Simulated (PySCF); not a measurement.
Species: C3H10Ge2O.
Geometry (GFN2-xTB, Å), atoms numbered from 1 in this order:
```
atom  x, y, z in Å
C1     1.442   -1.811    0.252
C2     1.111   -0.557   -0.015
C3     1.474    0.591    0.871
Ge4    0.022   -0.117   -1.596
O5    -1.572    0.424   -1.076
Ge6   -2.464    0.851    0.345
H7     1.161   -2.618   -0.406
H8     2.011   -2.083    1.130
H9     0.564    1.068    1.244
H10    2.077    0.272    1.719
H11    2.026    1.340    0.300
H12   -0.285   -1.306   -2.476
H13    0.537    1.054   -2.405
H14   -3.873    0.941   -0.145
H15   -2.281   -0.215    1.390
H16   -1.957    2.172    0.857
```

The closed-shell SCF was solved with PySCF and density fitting under several settings on one GFN2-xTB geometry (grid level 2 and gas phase unless stated).

```tsv
settings	basis functions	SCF cycles	E (Eh)	HOMO (eV)	LUMO (eV)	dipole (D)
B3LYP/def2-SVPD	239	12	-4349.0049	-7.53	-0.71	1.56
PBE0/pcseg-1	160	12	-4348.2807	-7.74	-0.40	1.62
LDA/def2-SVPD	239	14	-4340.9309	-6.53	-1.66	1.50
```

Estimate the row for these settings: PBE0/pcSseg-1, IEF-PCM dimethylsulfoxide.

```json
{"settings": "PBE0/pcSseg-1, IEF-PCM dimethylsulfoxide", "basis functions": "200", "SCF cycles": "13", "E (Eh)": "-4348.3512", "HOMO (eV)": "-7.65", "LUMO (eV)": "-0.32", "dipole (D)": "2.09"}
```

Over all rows, what range does the HOMO–LUMO gap span?

From 4.87 eV (LDA/def2-SVPD) to 7.34 eV (PBE0/pcseg-1). The functional of the narrowest has no exact exchange, that of the widest 25 % exact exchange.

Cycle counts include a coarse-grid stage where the run had one. The structure is a single GFN2-xTB conformer; no vibrational corrections.
